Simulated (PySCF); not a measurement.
Species: C6H8F2.
Z-matrix (Å and degrees, PBE0-D3(BJ)/def2-SVP geometry), rows numbered from 1:
```
F 
C   1  1.3565
F   2  1.3560  1  106.85
C   2  1.4839  1  110.78  3  -120.48
C   4  1.5249  2  124.36  1    71.93
C   5  1.5530  4   89.23  2   140.10
C   4  1.5213  2  128.47  1  -163.70
C   7  1.4942  4   59.42  2   108.99
H   2  1.1054  1  108.24  3   116.20
H   5  1.1010  4  115.76  2   -99.29
H   5  1.0980  4  111.80  2    26.49
H   6  1.1019  5  116.94  4   118.18
H   6  1.0985  5  112.33  4  -115.31
H   7  1.0933  4  128.01  8  -107.97
H   8  1.0960  4  119.47  7  -110.94
H   8  1.0938  4  115.55  7   106.33
```

Level: wB97X-D/def2-SVPD in PySCF, non-relativistic, on one gas-phase PBE0-D3(BJ)/def2-SVP geometry that isn't relaxed in the solvent. The solvent is an IEF-PCM continuum (cavity from Bondi-type radii × 1.2), and excitations are vertical TDDFT with non-equilibrium linear response and a frozen core. The model holds no explicit solvent molecules, cavitation or dispersion.

Gas-phase singlets (H = HOMO, L = LUMO):

```tsv
state	E (eV)	λ (nm)	f	leading configurations
S1	8.035	154	0.008	H→L 81%, H→L+1 11%
S2	8.341	149	0.027	H→L+1 77%, H→L 11%
S3	8.563	145	0.076	H→L+2 81%
S4	8.670	143	0.008	H-1→L 81%
S5	8.728	142	0.013	H→L+3 83%
```

Q: What are the lowest 5 singlets in cyclohexane (ε = 2.017)?

A: 
```tsv
state	E (eV)	λ (nm)	f	leading configurations	change by rank (eV)
S1	8.063	154	0.011	H→L 72%, H→L+1 21%	+0.028
S2	8.287	150	0.036	H→L+1 67%, H→L 21%	-0.054
S3	8.549	145	0.099	H→L+2 83%	-0.014
S4	8.685	143	0.010	H-1→L 77%	+0.015
S5	8.723	142	0.016	H→L+3 80%	-0.005
```

Q: Give the list for tetrahydrofuran (ε = 7.426), n² = 1.97.

A: 
| state | E (eV) | λ (nm) | f | leading configurations | change by rank (eV) |
| --- | --- | --- | --- | --- | --- |
| S1 | 8.105 | 153 | 0.012 | H→L 54%, H→L+1 39% | +0.070 |
| S2 | 8.236 | 151 | 0.033 | H→L+1 50%, H→L 36% | -0.105 |
| S3 | 8.555 | 145 | 0.097 | H→L+2 82% | -0.008 |
| S4 | 8.718 | 142 | 0.010 | H-1→L 70%, H-1→L+1 12% | +0.048 |
| S5 | 8.755 | 142 | 0.014 | H→L+3 72%, H-1→L+1 10% | +0.027 |

Q: The ground-state energy changes by -0.140 eV from gas to tetrahydrofuran. By how much does the total energy of gas-phase S1 change?

A: E(S1) = E(S0) + excitation energy, so it changes by -0.140 + 0.070 = -0.070 eV: it is lowered less than the ground state, which is what a blue shift means. This is the vertical state, with the slow part of the continuum still set for S0.

Q: How do the frontier levels move from gas to tetrahydrofuran?

A: 
```tsv
orbital	gas (eV)	solvent (eV)	change (eV)
LUMO+2	2.90	3.04	+0.14
LUMO+1	2.72	2.83	+0.11
LUMO	2.34	2.52	+0.18
HOMO	-9.78	-9.59	+0.19
HOMO-1	-10.43	-10.22	+0.21
HOMO-2	-11.12	-10.97	+0.15
HOMO-3	-11.72	-11.49	+0.23
```

The HOMO–LUMO gap goes from 12.12 to 12.10 eV. Rows go by rank; for LUMO, LUMO+1 and LUMO+2 the atom shares or the degeneracy differ between the runs, so the row needn't follow one orbital.

The run took 46 s of wall time on one thread of an Arm Neoverse V1, no GPU (shared host). This is the whole response run at wB97X-D/def2-SVPD in tetrahydrofuran, SCF included.

Note: wB97X-D ran without an empirical dispersion term, which enters the total energy and its gradient alone.
